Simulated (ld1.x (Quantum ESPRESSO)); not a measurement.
# beryllium (Be): one change to an ultrasoft potential, before and after

beryllium (Be), ultrasoft, made with ld1.x (Quantum ESPRESSO) 7.5 (LDA (PZ), non-relativistic). Core none, reference 1s2 2s2 2p0. Waves: 1s (bound): rcut 0.75, rcutus 0.85 bohr; 2s (bound): rcut 0.75, rcutus 0.85 bohr; 2p (bound, empty): rcut 3.30, rcutus 3.90 bohr; 2p channel at 1.4 Ry: rcut 3.30, rcutus 3.90 bohr; 3d channel at 0.25 Ry: rcut 2.90, rcutus 3.60 bohr; 3d channel at 1.5 Ry: rcut 2.90, rcutus 3.60 bohr. Local part: all-electron potential smoothed inside 0.80 bohr (lloc = -2). Core correction: none. Augmentation charge: PSQ, inside the norm-conserving radii.

All-electron outer shells of the reference configuration (LDA (PZ), non-relativistic, ld1.x):

```
shell  level (eV)  outermost node (bohr)  outermost maximum (bohr)
   1s     -104.92                      –                      0.27
   2s       -5.61                   0.60                      2.04
   2p       -2.11                      –                      2.28
```

Change: waves 2p (bound): rcut 3.30, rcutus 5.44 bohr; 2p channel at 1.4 Ry: rcut 3.30, rcutus 5.44 bohr.

Cutoffs: the cutoffs (Ry, on a coarse ladder) from which the occupation-weighted sum of valence levels, in a spherical-Bessel basis at the reference potential, stays within 10 and 1 mRy of its value at 400 Ry; they do not see the model core or the augmentation charge, which bear on the density cutoff. Errors are all-electron minus pseudo energies relative to the spin-unpolarised reference configuration.

Task: How do hardness, ghosts and transferability respond?

Result: The potential gets neither clearly harder nor softer (120 Ry and 140 Ry → 120 Ry and 140 Ry); of the 9 tests that both files solve, the error grows in 0 and shrinks in 3 by more than 15 % and 0.3 meV (median size 3.3 → 0.2 meV); neither file shows a bound ghost. That the errors move this way runs against the usual rule that smaller radii transfer better.

```csv
quantity,base,changed
"cutoff, loose",120 Ry,120 Ry
"cutoff, tight",140 Ry,140 Ry
bound ghosts,none,none
"error for 1s2 2s1 2p0, meV [ΔE 9.52 eV]",+0.4,+0.4
"error for 1s2 2s0 2p0, meV [ΔE 27.29 eV]",+3.3,+3.3
"error for 1s2 2s1.5 2p0, meV [ΔE 3.75 eV]",+0.1,+0.1
"error for 1s2 2s0 2p1, meV [ΔE 13.33 eV]",+186,-23
"error for 1s1 2s2 2p0, meV [ΔE 126.70 eV]",+1317,+1317
"error for 1s2 2s1 2p1, meV [ΔE 3.52 eV]",+22,-0.2
"error for 1s2 2s0 2p2, meV [ΔE 7.07 eV]",+88,+0.2
"error for 1s2 2s1 2p0 (spin-polarised), meV [ΔE 9.04 eV]",0.0,0.0
"error for 1s2 2s1.5 2p0 (spin-polarised), meV [ΔE 3.67 eV]",0.0,0.0
lowest overlap eigenvalue by channel,"s 0.18, p 0.78, d 0.94","s 0.18, p 1.00, d 0.94"
```
